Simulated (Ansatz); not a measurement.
`[SeH][SiH]1BS1`, charge 0, multiplicity 1.

Task: Give a relaxed structure at PBE0-D4/def2-TZVP (Ansatz). (An estimate is asked.)

Result: The calculation gave: 
Z-matrix (Å, degrees):
```
Si
B 1 1.926
S 1 2.172 2 50.6
Se 1 2.262 2 122.9 3 102.0
H 1 1.479 2 125.2 3 -91.7
H 2 1.184 1 154.9 3 -178.3
H 4 1.470 1 93.1 2 -158.9
```
